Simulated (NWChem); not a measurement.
System: GeSiH₃F₃; SMILES [Si](F)(F)([GeH3])F

Excerpt of the output:

```
             Northwest Computational Chemistry Package (NWChem) 7.3.0
             --------------------------------------------------------

 C3  symmetry detected

                             Geometry "geometry" -> ""
                             -------------------------

 Output coordinates in angstroms (scale by  1.889725989 to convert to a.u.)

  No.       Tag          Charge          X              Y              Z
 ---- ---------------- ---------- -------------- -------------- --------------
    1 F                    9.0000    -0.33722729     1.45267613     1.49199703
    2 Si                  14.0000    -0.00000000    -0.00000000     0.89192784
    3 F                    9.0000     1.42666808    -0.43429066     1.49199703
    4 F                    9.0000    -1.08944078    -1.01838547     1.49199703
    5 Ge                  32.0000     0.00000000     0.00000000    -1.46491086
    6 H                    1.0000     1.06042564     0.99055977    -1.96458735
    7 H                    1.0000    -1.38806274     0.42307566    -1.96458735
    8 H                    1.0000     0.32763710    -1.41363543    -1.96458735

 Effective nuclear repulsion energy (a.u.)     464.2885772421

      Symmetry information
      --------------------

 Group name             C3
 Group number              5
 Group order               3
 No. of unique centers     4

                                 NWChem DFT Module
                                 -----------------

 Summary of "ao basis" -> "ao basis" (spherical)
 ------------------------------------------------------------------------------
       Tag                 Description            Shells   Functions and Types
 ---------------- ------------------------------  ------  ---------------------
 F                           6-31g*                  6       14   3s2p1d
 Si                          6-31g*                  8       18   4s3p1d
 Ge                          6-31g*                 12       32   5s4p3d
 H                           6-31g*                  2        2   2s

      Symmetry analysis of basis
      --------------------------

        a          36
        e+         31
        e-         31

  Rotation of axis

            General Information
            -------------------
          SCF calculation type: DFT
          Wavefunction type:  closed shell.
          No. of atoms     :     8
          No. of electrons :    76
           Alpha electrons :    38
            Beta electrons :    38
          Charge           :     0
          Spin multiplicity:     1
          Use of symmetry is: on ; symmetry adaption is: on
          Maximum number of iterations: 150
          AO basis - number of functions:    98
                     number of shells:    44
          Convergence on energy requested:  1.00D-06
          Convergence on density requested:  1.00D-05
          Convergence on gradient requested:  5.00D-04

              XC Information
              --------------
                         B3LYP Method XC Potential
                     Hartree-Fock (Exact) Exchange  0.200
                        Slater Exchange Functional  0.800 local
                    Becke 1988 Exchange Functional  0.720 non-local
              Lee-Yang-Parr Correlation Functional  0.810
                  VWN I RPA Correlation Functional  0.190 local

             Grid Information
             ----------------
          Grid used for XC integration:  coarse
          Radial quadrature: Mura-Knowles
          Angular quadrature: Lebedev.
          Tag              B.-S. Rad. Rad. Pts. Rad. Cut. Ang. Pts.
          ---              ---------- --------- --------- ---------
          F                   0.50       35          11.0       302
          Si                  1.10       70          10.0       302
          Ge                  1.25       95           9.0       302
          H                   0.35       35          10.0       302
          Grid pruning is: on
          Number of quadrature shells:   235
          Spatial weights used:  Erf1

      Superposition of Atomic Density Guess
      -------------------------------------

 Sum of atomic energies:       -2663.45043768

      Non-variational initial energy
      ------------------------------

 Total energy =   -2664.417957
 1-e energy   =   -4639.593835
 2-e energy   =    1510.887301
 HOMO         =      -0.364483
 LUMO         =       0.064682

      Symmetry analysis of molecular orbitals - initial
      -------------------------------------------------

  Numbering of irreducible representations:

     1 a           2 e+          3 e-

  Orbital symmetries:

     1 a           2 a           3 a           4 e+          5 e+
     6 a           7 a           8 e+          9 e+         10 a
    11 a          12 e+         13 e+         14 a          15 e+
    16 e+         17 a          18 a          19 e+         20 e+
    21 e+         22 e+         23 a          24 e+         25 e+
    26 a          27 a          28 e+         29 e+         30 a
    31 e+         32 e+         33 e+         34 e+         35 a
    36 e+         37 e+         38 a          39 a          40 e+
    41 e+         42 a          43 a          44 e+         45 e+
    46 a          47 e+         48 e+

     ---------------------------------------------
      Total Density - Mulliken Population Analysis
     ---------------------------------------------

    Atom       Charge   Shell Charges
 -----------   ------   -------------------------------------------------------
    1 F    9     9.61   2.00  0.95  3.46  1.00  2.19  0.01
    2 Si  14    12.15   2.00  2.00  5.97  0.78  0.88  0.14  0.16  0.23
    3 F    9     9.61   2.00  0.95  3.46  1.00  2.19  0.01
    4 F    9     9.61   2.00  0.95  3.46  1.00  2.19  0.01
    5 Ge  32    32.11   2.00  2.00  6.00  2.00  5.99  1.21  2.08  0.18  0.55  6.87  2.97  0.26
    6 H    1     0.97   0.44  0.53
    7 H    1     0.97   0.44  0.53
    8 H    1     0.97   0.44  0.53

   convergence    iter        energy       DeltaE   RMS-Dens  Diis-err
 ---------------- ----- ----------------- --------- --------- ---------
 d= 0,ls=0.0,diis     1  -2667.6482607693 -3.13D+03  1.63D-02  1.03D+00
 d= 0,ls=0.0,diis     2  -2667.5850150486  6.32D-02  7.60D-03  2.13D+00
 d= 0,ls=0.0,diis     3  -2667.7652369288 -1.80D-01  8.60D-04  1.75D-02
 d= 0,ls=0.0,diis     4  -2667.7664157874 -1.18D-03  2.50D-04  1.42D-03
 d= 0,ls=0.0,diis     5  -2667.7665225745 -1.07D-04  6.10D-05  7.10D-05
  Resetting Diis
 d= 0,ls=0.0,diis     6  -2667.7665277051 -5.13D-06  1.53D-05  3.13D-06
 d= 0,ls=0.0,diis     7  -2667.7665279580 -2.53D-07  5.97D-06  1.09D-07

         Total DFT energy =    -2667.766527957984
      One electron energy =    -4640.942884913015
           Coulomb energy =     1641.580000967073
    Exchange-Corr. energy =     -132.692221254128
 Nuclear repulsion energy =      464.288577242086

 Numeric. integr. density =       75.999802760656

                  Occupations of the irreducible representations
                  ----------------------------------------------

                     irrep           alpha         beta
                     --------     --------     --------
                     a                16.0         16.0
                     e+               22.0         22.0
                     e-                0.0          0.0

                       DFT Final Molecular Orbital Analysis
                       ------------------------------------

 Vector   36  Occ=2.000000D+00  E=-3.679333D-01  Symmetry=e+
              MO Center= -4.6D-02, -4.4D-01, -1.7D+00, r^2= 2.5D+00
   Bfn.  Coefficient  Atom+Function         Bfn.  Coefficient  Atom+Function
  ----- ------------  ---------------      ----- ------------  ---------------
    72      0.437735  5 Ge py                97     -0.269244  8 H  s
    98     -0.254786  8 H  s                 71     -0.181813  5 Ge px
    68     -0.180501  5 Ge py                95      0.173669  7 H  s
    96      0.164343  7 H  s                 93      0.095575  6 H  s
    94      0.090442  6 H  s                 67      0.074971  5 Ge px

 Vector   37  Occ=2.000000D+00  E=-3.679333D-01  Symmetry=e+
              MO Center=  4.6D-02,  4.4D-01, -1.7D+00, r^2= 2.5D+00
   Bfn.  Coefficient  Atom+Function         Bfn.  Coefficient  Atom+Function
  ----- ------------  ---------------      ----- ------------  ---------------
    71      0.437735  5 Ge px                93      0.255716  6 H  s
    94      0.241984  6 H  s                 95     -0.210629  7 H  s
    96     -0.199317  7 H  s                 72      0.181813  5 Ge py
    67     -0.180501  5 Ge px                68     -0.074971  5 Ge py
    51     -0.070046  4 F  pz                75      0.066778  5 Ge px

 Vector   38  Occ=2.000000D+00  E=-3.289526D-01  Symmetry=a
              MO Center=  5.8D-16, -3.3D-15, -3.5D-01, r^2= 3.3D+00
   Bfn.  Coefficient  Atom+Function         Bfn.  Coefficient  Atom+Function
  ----- ------------  ---------------      ----- ------------  ---------------
    73      0.492604  5 Ge pz                23     -0.306667  2 Si pz
    20      0.254495  2 Si s                 69     -0.188306  5 Ge pz
     5      0.182248  1 F  pz                37      0.182248  3 F  pz
    51      0.182248  4 F  pz                 9      0.128539  1 F  pz
    41      0.128539  3 F  pz                55      0.128539  4 F  pz

 Vector   39  Occ=0.000000D+00  E= 4.774233D-03  Symmetry=e+
              MO Center= -3.9D-03,  3.5D-03, -4.3D-01, r^2= 4.4D+00
   Bfn.  Coefficient  Atom+Function         Bfn.  Coefficient  Atom+Function
  ----- ------------  ---------------      ----- ------------  ---------------
    98      0.649327  8 H  s                 76      0.618958  5 Ge py
    94     -0.503770  6 H  s                 26      0.382401  2 Si py
    72      0.351401  5 Ge py                22      0.308264  2 Si py
     6     -0.223541  1 F  s                 52      0.173515  4 F  s
    96     -0.145557  7 H  s                 97      0.137317  8 H  s

 Vector   40  Occ=0.000000D+00  E= 4.774233D-03  Symmetry=e+
              MO Center=  3.9D-03, -3.5D-03, -4.3D-01, r^2= 4.4D+00
   Bfn.  Coefficient  Atom+Function         Bfn.  Coefficient  Atom+Function
  ----- ------------  ---------------      ----- ------------  ---------------
    96      0.665741  7 H  s                 75      0.618958  5 Ge px
    94     -0.458927  6 H  s                 25      0.382401  2 Si px
    71      0.351401  5 Ge px                21      0.308264  2 Si px
    38     -0.229241  3 F  s                 98     -0.206815  8 H  s
    52      0.157944  4 F  s                 95      0.140790  7 H  s

 Vector   41  Occ=0.000000D+00  E= 1.194830D-02  Symmetry=a
              MO Center=  2.3D-14,  3.5D-14, -1.1D+00, r^2= 5.7D+00
   Bfn.  Coefficient  Atom+Function         Bfn.  Coefficient  Atom+Function
  ----- ------------  ---------------      ----- ------------  ---------------
    24      1.333283  2 Si s                 77     -0.956142  5 Ge pz
    70      0.768706  5 Ge s                 20      0.370980  2 Si s
    73     -0.249515  5 Ge pz                 6     -0.219309  1 F  s
    38     -0.219309  3 F  s                 52     -0.219309  4 F  s
    27     -0.216829  2 Si pz                23     -0.210608  2 Si pz

     ---------------------------------------------
      Total Density - Mulliken Population Analysis
     ---------------------------------------------

    Atom       Charge   Shell Charges
 -----------   ------   -------------------------------------------------------
    1 F    9     9.38   2.00  0.93  3.31  1.02  2.10  0.01
    2 Si  14    12.72   2.00  2.00  5.96  0.87  1.32 -0.03  0.22  0.39
    3 F    9     9.38   2.00  0.93  3.31  1.02  2.10  0.01
    4 F    9     9.38   2.00  0.93  3.31  1.02  2.10  0.01
    5 Ge  32    32.31   2.00  2.00  6.00  2.00  5.99  1.32  2.38  0.10  0.39  6.84  2.94  0.35
    6 H    1     0.94   0.48  0.46
    7 H    1     0.94   0.48  0.46
    8 H    1     0.94   0.48  0.46

     -------------------------------------------
      Total Density - Lowdin Population Analysis
     -------------------------------------------

    Atom       Charge   Shell Charges
 -----------   ------   -------------------------------------------------------
    1 F    9     9.25   1.99  0.93  3.19  0.85  2.27  0.02
    2 Si  14    13.22   2.00  1.97  5.87  0.57  1.29  0.29  0.60  0.62
    3 F    9     9.25   1.99  0.93  3.19  0.85  2.27  0.02
    4 F    9     9.25   1.99  0.93  3.19  0.85  2.27  0.02
    5 Ge  32    32.18   2.00  2.00  5.99  1.98  5.90  0.88  2.08  0.32  0.85  6.64  3.08  0.47
    6 H    1     0.95   0.46  0.49
    7 H    1     0.95   0.46  0.49
    8 H    1     0.95   0.46  0.49

     Multipole analysis of the density
     ---------------------------------

     L   x y z        total         alpha         beta         nuclear
     -   - - -        -----         -----         ----         -------
     0   0 0 0     -0.000000    -38.000000    -38.000000     76.000000

     1   1 0 0      0.000000      0.000000      0.000000     -0.000000
     1   0 1 0      0.000000     -0.000000     -0.000000      0.000000
     1   0 0 1     -0.844488     -0.422244     -0.422244     -0.000000

     2   2 0 0    -35.096352    -76.796479    -76.796479    118.496607
     2   1 1 0      0.000000      0.000000      0.000000      0.000000
     2   1 0 1      0.000000      0.000000      0.000000      0.000000
     2   0 2 0    -35.096352    -76.796479    -76.796479    118.496607
     2   0 1 1      0.000000      0.000000      0.000000      0.000000
     2   0 0 2    -35.462005   -288.222405   -288.222405    540.982804

            General Information
            -------------------
          SCF calculation type: DFT
          Wavefunction type:  closed shell.
          No. of atoms     :     8
          No. of electrons :    76
           Alpha electrons :    38
            Beta electrons :    38
          Charge           :     0
          Spin multiplicity:     1
          Use of symmetry is: on ; symmetry adaption is: on
          Maximum number of iterations: 150
          AO basis - number of functions:    98
                     number of shells:    44
          Convergence on energy requested:  1.00D-06
          Convergence on density requested:  1.00D-05
          Convergence on gradient requested:  5.00D-04

              XC Information
              --------------
                         B3LYP Method XC Potential
                     Hartree-Fock (Exact) Exchange  0.200
                        Slater Exchange Functional  0.800 local
                    Becke 1988 Exchange Functional  0.720 non-local
              Lee-Yang-Parr Correlation Functional  0.810
                  VWN I RPA Correlation Functional  0.190 local

[...]

                         DFT ENERGY GRADIENTS

    atom               coordinates                        gradient
                 x          y          z           x          y          z
   1 F      -0.637267   2.745160   2.819466   -0.001079   0.004647   0.002051
   2 Si     -0.000000  -0.000000   1.685499    0.000000   0.000000  -0.009883
   3 F       2.696012  -0.820690   2.819466    0.004564  -0.001389   0.002051
   4 F      -2.058745  -1.924469   2.819466   -0.003485  -0.003258   0.002051
   5 Ge      0.000000   0.000000  -2.768280    0.000000   0.000000  -0.001152
   6 H       2.003914   1.871887  -3.712532   -0.002250  -0.002116   0.001627
   7 H      -2.623058   0.799497  -3.712532    0.002958  -0.000891   0.001627
   8 H       0.619144  -2.671384  -3.712532   -0.000707   0.003007   0.001627
```

Level: B3LYP/6-31G* (spherical d). Coordinates come from a PBE0/def2-SVP optimisation.

Problem. Which NWChem input produces such a log?

Solution. Several could match; the one computed here: the input that was run:
```
start job
memory heap 200 mb stack 900 mb global 1100 mb
geometry units angstroms noautoz
  F      1.484961     1.476049     0.138440
  Si    -0.000117     0.876473     0.000169
  F     -0.862426     1.477822     1.216281
  F     -0.622224     1.475755    -1.355512
  Ge    -0.000744    -1.480365     0.001882
  H      0.604223    -1.979173     1.321190
  H      0.838907    -1.981030    -1.181221
  H     -1.445593    -1.979921    -0.133168
end
basis spherical
  * library 6-31g*
end
dft
  xc b3lyp
  grid coarse
  iterations 150
  mulliken
end
task dft gradient
```
